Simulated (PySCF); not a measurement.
**How the functional moves excitation energies**

ClGeH5OSi.
SMILES with atom numbers: `[Cl:1][SiH2:2][O:3][GeH3:4]` (hydrogens: H5, H6 on Si2; H7, H8, H9 on Ge4)

Linear-response calculations in the def2-SVPD basis (PySCF; singlets by full response, triplets Tamm–Dancoff, core orbitals frozen in the response; HF means time-dependent Hartree–Fock). 'Strongest' is the level of largest summed f among the singlets computed (10 roots, of which the last may lack a degenerate partner); it can jump between rows when another state enters that window. S1 is the lowest singlet of each run and needn't be the same state throughout; f(S1) is that of one state. Geometry: PBE0-D3(BJ)/def2-SVP, one conformer, isolated molecule. Relativistic effects, spin–orbit coupling among them, are left out although an element past zinc is present.

```json
{"functional": "LDA", "kind": "LDA", "S1 (eV)": "5.87", "f(S1)": "0.002", "strongest (eV)": "7.14", "T1 (eV)": "5.66", "HOMO (eV)": "-7.21", "gap (eV)": "5.76", "ionisation energy, ΔSCF (eV)": "9.98"}
{"functional": "PBE", "kind": "GGA", "S1 (eV)": "6.04", "f(S1)": "0.003", "strongest (eV)": "7.22", "T1 (eV)": "5.80", "HOMO (eV)": "-7.17", "gap (eV)": "5.95", "ionisation energy, ΔSCF (eV)": "9.94"}
{"functional": "B3LYP", "kind": "global hybrid, 20% exact exchange", "S1 (eV)": "6.72", "f(S1)": "0.002", "strongest (eV)": "7.63", "T1 (eV)": "6.42", "HOMO (eV)": "-8.35", "gap (eV)": "7.75", "ionisation energy, ΔSCF (eV)": "10.43"}
{"functional": "PBE0", "kind": "global hybrid, 25% exact exchange", "S1 (eV)": "6.86", "f(S1)": "0.001", "strongest (eV)": "7.88", "T1 (eV)": "6.51", "HOMO (eV)": "-8.57", "gap (eV)": "8.20", "ionisation energy, ΔSCF (eV)": "10.48"}
{"functional": "BHandHLYP", "kind": "global hybrid, 50% exact exchange", "S1 (eV)": "7.53", "f(S1)": "0.000", "strongest (eV)": "8.57", "T1 (eV)": "7.13", "HOMO (eV)": "-9.88", "gap (eV)": "10.32", "ionisation energy, ΔSCF (eV)": "10.88"}
{"functional": "CAM-B3LYP", "kind": "range-separated hybrid", "S1 (eV)": "7.15", "f(S1)": "0.001", "strongest (eV)": "8.18", "T1 (eV)": "6.77", "HOMO (eV)": "-9.94", "gap (eV)": "10.49", "ionisation energy, ΔSCF (eV)": "10.79"}
{"functional": "wB97X-D", "kind": "range-separated hybrid", "S1 (eV)": "7.24", "f(S1)": "0.001", "strongest (eV)": "8.34", "T1 (eV)": "6.92", "HOMO (eV)": "-10.44", "gap (eV)": "11.83", "ionisation energy, ΔSCF (eV)": "10.74"}
{"functional": "LC-wPBE", "kind": "range-separated hybrid", "S1 (eV)": "7.56", "f(S1)": "0.000", "strongest (eV)": "8.76", "T1 (eV)": "7.08", "HOMO (eV)": "-11.29", "gap (eV)": "12.94", "ionisation energy, ΔSCF (eV)": "11.13"}
```

What does HF (Hartree–Fock) give?

S1 (eV) 8.63, f(S1) 0.002, strongest (eV) 9.84, T1 (eV) 7.97, HOMO (eV) -11.96, gap (eV) 13.98, ionisation energy, ΔSCF (eV) not settled. S1 runs from 5.87 eV (LDA) to 8.63 eV (HF), a spread of 2.76 eV, while the orbital gap spreads over 8.2 eV. Along PBE (0%), B3LYP (20%), PBE0 (25%), BHandHLYP (50%), HF (100%) S1 rises with the share of exact exchange. −ε(HOMO) comes closest to its own ΔSCF ionisation energy with LC-wPBE (+0.16 eV) and misses most with LDA (-2.78 eV). 'Not settled' means that the ion's SCF failed to converge or may have ended in another state than the lowest.

Without π bonds the low states are Rydberg-like; a valence basis with one diffuse set may place them up to an eV too high.
